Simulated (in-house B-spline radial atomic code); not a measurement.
RPA and G0W0 for Kr7+, [Ar] 3d10 4s1, highest spin, as one setting changes: the share of exact exchange in the PBE hybrid start. A dash marks a level of low quasi-particle weight. Computed with an all-electron radial atomic-structure program (B-spline basis): all electrons, scalar-relativistic (spin-free one-electron X2C), finite nucleus, each spin shell either full or empty, empty states to l = 9 with an (l + 1/2)⁻⁴ tail; G0W0 by contour deformation at full frequency.

```csv
share of exact exchange in the PBE hybrid start,mean-field level (eV),G0W0 level (eV),RPA correlation (Eh)
0,-119.46,4s up -127.02,-2.2218
0.1,-120.06,4s up -126.96,-2.2039
0.2,-120.67,4s up -126.90,-2.1866
0.3,-121.27,4s up -126.84,-2.1697
0.4,?,?,?
0.5,-122.47,4s up -126.73,-2.1371
0.6,?,?,?
0.7,-123.66,4s up -126.62,-2.106
0.8,-124.25,4s up -126.57,-2.0909
0.9,-124.84,4s up -126.52,-2.0762
1,-125.44,4s up -126.47,-2.0618
```

(1) What belongs in the row for 0.6?

(2) What belongs in the row for 0.4?

Results:

(1) mean-field level (eV): -123.06; G0W0 level (eV): 4s up -126.67; RPA correlation (Eh): -2.1213.

(2) mean-field level (eV): -121.87; G0W0 level (eV): 4s up -126.78; RPA correlation (Eh): -2.1532.
